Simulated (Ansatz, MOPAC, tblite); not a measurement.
**C2HF3O2 (trifluoroacetic acid): the highest harmonic wavenumber at each level's own minimum, rung by rung**

The runs start from one conformer, not always the lowest.

C2HF3O2, singlet, SMILES `O=C(O)C(F)(F)F`. Each level relaxes the structure for itself.

Each level gives the highest harmonic wavenumber at each level's own minimum (cm⁻¹). The values are calculated.

| level | kind | program | value (cm⁻¹) |
| --- | --- | --- | --- |
| AM1 | semi-empirical | MOPAC | 3392 |
| MNDOD | semi-empirical | MOPAC | 3946 |
| PM3 | semi-empirical | MOPAC | 3844 |
| GFN1-xTB | semi-empirical | tblite | 3525 |
| HF/STO-3G | Hartree–Fock | Ansatz | 4247 |
| HF/3-21G | Hartree–Fock | Ansatz | 3874 |
| HF/6-31G* (Cartesian functions) | Hartree–Fock | Ansatz | 4044 |
| PBE/def2-SVP | GGA | Ansatz | 3620 |
| B3LYP/6-31G* (Cartesian functions) | global hybrid | Ansatz | 3683 |
| PBE0-D4/def2-TZVP | global hybrid | Ansatz | 3781 |

Harmonic and unscaled. The values span 3392 to 4247 cm⁻¹.
